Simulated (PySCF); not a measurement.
Computed shifts of a molecule C₃H₇FOSi, PBE/pcSseg-1 (PySCF), GIAO, gas phase, atoms alike by connectivity averaged where their shifts nearly agree, in ppm (number of nuclei): ¹³C: 197.2 (1), 78.7 (1), 37.1 (1). ²⁹Si: -40.7 (1). ¹⁹F: -320.7 (1). ¹H: 10.12 (1), 5.30 (1), 5.19 (1), 4.77 (1), 4.60 (1), 2.53 (1), 2.43 (1). References: ¹⁷O against H2O (σ = 334.3 ppm); ¹³C against TMS (σ = 182.0 ppm); ²⁹Si against TMS (σ = 335.4 ppm); ¹⁹F against CFCl3 (σ = 133.6 ppm); ¹H against TMS (σ = 31.49 ppm), references at their B3LYP-D3(BJ)/def2-TZVP geometries, non-relativistic. Geometry optimised at PBE0-D3(BJ)/def2-SVP. The values are those of a single conformer.

**Question.** Identify the compound among the candidates.
A) CO/C=C(/F)[SiH3]
B) O[C@H]1C[Si@@H](F)C1
C) C[Si@@H](O)/C=C/F
D) O=CC[SiH2]CF

**Answer.** D, O=CC[SiH2]CF
